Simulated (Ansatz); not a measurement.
This geometry of CH8GeInP (12 atoms, charge 0, multiplicity 1) is a first-order saddle point.

Theory: RKS PBE-D4/def2-SVP (Ansatz).

```xyz
12
Properties=species:S:1:pos:R:3
P -1.421 0.658 -2.047
In 0.849 0.791 -1.182
C 0.923 0.504 0.972
Ge 0.111 -1.194 1.549
H -2.600 0.414 -1.297
H -1.838 0.786 -3.396
H 2.034 1.065 -2.406
H 0.372 1.346 1.438
H 1.979 0.555 1.301
H -1.384 -1.229 1.136
H 0.840 -2.389 0.874
H 0.212 -1.363 3.093
```

Task: Which two structures does it join? (They come from a converged band through this point; their orientation in space is the band's.)

Result: No bond is made or broken. The height of P1 over the plane of its neighbours goes from -0.90 to 0.90 Å.

Image 0:

```xyz
12
Properties=species:S:1:pos:R:3
P -1.696 1.318 -2.101
In 0.638 0.850 -1.219
C 0.828 0.542 0.942
Ge 0.137 -1.209 1.510
H -2.274 0.301 -1.256
H -1.526 0.420 -3.216
H 2.019 0.857 -2.293
H 0.238 1.330 1.455
H 1.890 0.640 1.242
H -1.373 -1.320 1.162
H 0.886 -2.353 0.767
H 0.310 -1.431 3.041
```

Image 8:

```xyz
12
Properties=species:S:1:pos:R:3
P -1.785 0.428 -2.321
In 0.528 0.524 -1.280
C 0.659 0.477 0.904
Ge 0.310 -1.311 1.647
H -2.325 1.384 -1.387
H -1.464 1.436 -3.301
H 1.949 0.456 -2.301
H -0.096 1.177 1.319
H 1.668 0.814 1.217
H -1.136 -1.758 1.295
H 1.299 -2.352 1.046
H 0.470 -1.327 3.195
```

Task: How far does it lie above each of them?

Result: 13.6 kcal/mol above the first and 13.5 kcal/mol above the second. This is the barrier of this one path; another mechanism may lie lower.

Time of the run: 15 min on 2 threads of Arm Neoverse N1, on a shared host, peak memory 0.2 GiB.
